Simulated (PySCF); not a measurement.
**EPR parameters of C5H5O3**

Species: C₅H₅O₃ (doublet state).
Cartesian coordinates in Å at the PBE0-D3(BJ)/def2-SVP level; atoms count from 1:
```xyz
13
C5H5O3 angstrom
O      2.374   -1.083   -0.396
C      1.483   -0.280   -0.341
O      1.688    1.036   -0.230
C      0.002   -0.653   -0.321
C     -0.482   -0.825    1.088
O     -1.460    0.076    1.382
C     -1.735    0.756    0.235
C     -0.956    0.406   -0.794
H      2.649    1.161   -0.199
H     -0.056   -1.597   -0.900
H      0.011   -1.308    1.929
H     -2.540    1.486    0.310
H     -0.987    0.826   -1.797
```

The hyperfine couplings belong to this conformer and change with its torsions.

As a line formula: `O=C(O)[C@H]1[CH]OC=C1` [radical].

Level of theory: UKS B3LYP, IGLO-III on C O, pcH-1 on H, non-relativistic, mean-field spin-orbit, GIAO (PySCF). Geometry: PBE0-D3(BJ)/def2-SVP, one conformer, isolated molecule. Stability of the SCF solution: not tested.

- g1, g2, g3: 2.00210, 2.00299, 2.00403
- g_iso: 2.00304
- Form of g: rhombic: the two nearest values differ by 46 % of g3 − g1
- ⟨S²⟩: 0.7558 (exact 0.7500)
- α and β electrons: 30, 29
- HOMO–LUMO gap, α and β orbitals: 4.59, 5.32 eV
- Basis functions: 330

Hyperfine couplings atom by atom, in G; T1 to T3 are the principal values of the dipolar part (MHz turned into gauss with g_iso; 10 G = 1 mT):

```
atom  isotope  a_iso     T1     T2    T3  Mulliken spin population
  O1      17O   -0.2   -2.0    0.5   1.5                      0.01
  C2      13C   34.6   -2.3   -1.9   4.2                      0.05
  O3      17O   -1.0   -1.1    0.4   0.7                      0.00
  C4      13C  -11.0   -0.6   -0.2   0.7                     -0.10
  C5      13C   42.3  -26.0  -25.3  51.3                      0.91
  O6      17O   -6.5  -17.6    8.4   9.2                      0.06
  C7      13C   -2.5   -2.3    0.6   1.7                     -0.05
  C8      13C    2.7   -2.5   -1.4   3.9                      0.10
  H9       1H    0.6   -0.7   -0.4   1.1                      0.00
 H10       1H   52.1   -1.5   -1.4   3.0                      0.07
 H11       1H  -18.7  -12.1   -0.3  12.4                     -0.04
 H12       1H   -0.1   -1.0   -0.7   1.7                      0.00
 H13       1H   -2.4   -1.5   -0.6   2.1                      0.00
```

The largest Mulliken spin populations are on C5 (+0.91), C4 (-0.10), C8 (+0.10) and H10 (+0.07). C5 is the only atom above +0.15. The positive populations add up to 1.19 and the negative ones to -0.19, together 2S = 1. The angles at C5 add up to 357.0°, so it is nearly planar; its axial dipolar tensor and the negative coupling of its proton fit spin in a p orbital normal to that plane.

Axes: g2 points within 15° of the C5–O6 bond.

Under fast tumbling the dipolar parts average out, and these isotropic splittings remain: 1 × 1H (H10, I = 1/2, 2 lines) with 5.21 mT, 1 × 1H (H11, I = 1/2, 2 lines) with 1.87 mT, 1 × 1H (H13, I = 1/2, 2 lines) with 0.24 mT and 1 × 1H (H9, I = 1/2, 2 lines) with 0.06 mT.

The 13C coupling of C5 (118.5 MHz) shows only in satellite lines or after enrichment, since that isotope makes up about 1.07 % of natural carbon.

The 17O coupling of O6 (-18.3 MHz) shows only in satellite lines or after enrichment, since that isotope makes up about 0.038 % of natural oxygen.

The spin density at the nucleus, in bohr⁻³, is negative for C4 (-0.0275), H11 (-0.0117) and C7 (-0.0062), for instance. A restricted open-shell determinant has no negative spin density anywhere; here it arises because α and β orbitals differ (spin polarisation).
